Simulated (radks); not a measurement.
Problem. All-electron atom: a nucleus of charge 64.4 with 62 electrons in [Xe] 4f7 5d1. Method: scalar-relativistic Kohn-Sham, r2SCAN, spin-polarised, spherical densities, finite nucleus; open shells are filled with parallel spins first (spin-orbit coupling, left out, can overturn this in heavy ions); meta-GGA in the generalised Kohn-Sham scheme; Fermi nuclear charge, rms radius 5.1569 fm; computed with a radial shooting solver on a logarithmic mesh with Libxc functionals. Some entries of the table are withheld. Estimate them.

| orbital | occ. | eigenvalue (hartree) | r(max) (bohr) |
|---|---|---|---|
| 1s up | 1 | -1870.266 | 0.01381 |
| 1s down | 1 | -1870.266 | 0.01381 |
| 2s up | 1 | -310.8091 | 0.07836 |
| 2s down | 1 | -310.8072 | 0.07836 |
| 2p up | 3 | -276.4009 | 0.06349 |
| 2p down | 3 | -276.3989 | 0.06349 |
| 3s up | 1 | -69.95587 | 0.2222 |
| 3s down | 1 | -69.82650 | 0.2221 |
| 3p up | 3 | -59.26014 | 0.2182 |
| 3p down | 3 | -59.13044 | 0.2181 |
| 3d up | 5 | -45.19678 | 0.1789 |
| 3d down | 5 | -45.09512 | 0.1787 |
| 4s up | 1 | -14.96125 | 0.5113 |
| 4s down | 1 | -14.65672 | 0.5110 |
| 4p up | 3 | -11.41518 | 0.5335 |
| 4p down | 3 | -11.11029 | 0.5331 |
| 4d up | 5 | -6.50417 | 0.5538 |
| 4d down | 5 | -6.19774 | 0.5534 |
| 5s up | 1 | -2.68126 | 1.177 |
| 5s down | 1 | -2.52576 | 1.195 |
| 5p up | 3 | -1.79379 | (1) |
| 5p down | 3 | -1.67217 | (2) |
| 4f up | 7 | (3) | (4) |
| 4f down | 0 | (5) | (6) |
| 5d up | 1 | -0.73389 | 1.765 |
| 5d down | 0 | -0.63955 | 1.800 |

Solution. 
(1) 5p up r(max) (bohr): 1.325
(2) 5p down r(max) (bohr): 1.349
(3) 4f up eigenvalue (hartree): -1.17920
(4) 4f up r(max) (bohr): 0.5575
(5) 4f down eigenvalue (hartree): -0.89586
(6) 4f down r(max) (bohr): 0.5605
